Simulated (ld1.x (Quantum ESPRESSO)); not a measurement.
Ta (Z = 73): what ld1.x (Quantum ESPRESSO) 7.5 does with a changed input

Command:

```bash
ld1.x < Ta.in > Ta.out
```

Input:

```
&input
   title='Ta', zed=73., rel=1, dft='PBE', iswitch=3,
   config='[Xe] 4f14 5d3 6s2 6p0',
   nld=3, rlderiv=2.45, eminld=-7.0, emaxld=5.0, deld=0.02
 /
 &inputp
   pseudotype=3, lpaw=.true., tm=.false., lloc=-1, rcloc=2.10,
   nlcc=.true., new_core_ps=.true., rcore=1.70,
   which_augfun='GAUSS', rmatch_augfun=1.40,
   file_pseudopw='Ta.UPF', file_wfcaegen='ae.wfc', file_wfcncgen='nc.wfc', file_beta='beta', file_chi='chi', file_wfcusgen='us.wfc'
 /
6
5S  1  0   2.00   0.00  1.55  1.95  0.0
6S  2  0   2.00   0.00  1.55  1.95  0.0
5P  2  1   6.00   0.00  1.75  1.85  0.0
6P  3  1   0.00   0.00  1.75  1.85  0.0
5D  3  2   3.00   0.00  1.85  2.25  0.0
5D  3  2   0.00   0.25  1.85  2.25  0.0
 &test
   configts(1)='5s2 5p6 5d3 6s2 6p0'
 /
```

This is an input that runs to its end, with one change: tm switched.

How does the run end?

The program runs through. The occupied levels of the test differ from the all-electron ones by at most 0.00006 Ry (unchanged input: 0.00006 Ry). Messages: GAUSS augmentation functions are ususally harder than BESSEL; use BESSEL instead unless you have discontinuity in local potential.

```
     ------------------- End of pseudopotential generation -------------------

     Computing logarithmic derivative in   2.43710
     Computing logarithmic derivative in   2.43710
     Computing the partial wave expansion
     R is outside the sphere for l=    0 j= 0.00
     R is outside the sphere for l=    0 j= 0.00
     R is outside the sphere for l=    1 j= 0.00
     R is outside the sphere for l=    1 j= 0.00
     R is outside the sphere for l=    2 j= 0.00
     R is outside the sphere for l=    2 j= 0.00

     ---------------------- Testing the pseudopotential ----------------------

     Ta
     scalar relativistic calculation

     atomic number is 73.00   valence charge is 13.00
     dft = SLA  PW   PBX  PBC   lsd =0 sic =0 latt =0  beta=0.20 tr2=1.0E-14
     mesh =1273 r(mesh) = 100.43799 xmin = -7.00 dx = 0.01250

     n l     nl             e AE (Ry)        e PS (Ry)    De AE-PS (Ry)
     1 0     5S   1( 2.00)       -5.36556       -5.36549       -0.00006
     2 1     5P   1( 6.00)       -2.89574       -2.89570       -0.00005
     3 2     5D   1( 3.00)       -0.26390       -0.26389       -0.00002
     2 0     6S   1( 2.00)       -0.40000       -0.39999       -0.00001
     3 1     6P   1( 0.00)       -0.10225       -0.10225       -0.00000

     eps = 2.2E-15  iter =  6

     Etot =  -31209.127620 Ry,  -15604.563810 Ha, -424621.813034 eV
     Etotps =  -726.421107 Ry,    -363.210553 Ha,   -9883.462654 eV

     Ekin =     226.220754 Ry,     113.110377 Ha,    3077.890153 eV
     Encl =    -412.598276 Ry,    -206.299138 Ha,   -5613.685531 eV
     Ehrt =      90.137110 Ry,      45.068555 Ha,    1226.377860 eV
     Ecxc =    -630.180694 Ry,    -315.090347 Ha,   -8574.045137 eV
     (Ecc =      -3.420096 Ry,      -1.710048 Ha,     -46.532777 eV)

     ---------------------- End of pseudopotential test ----------------------
```
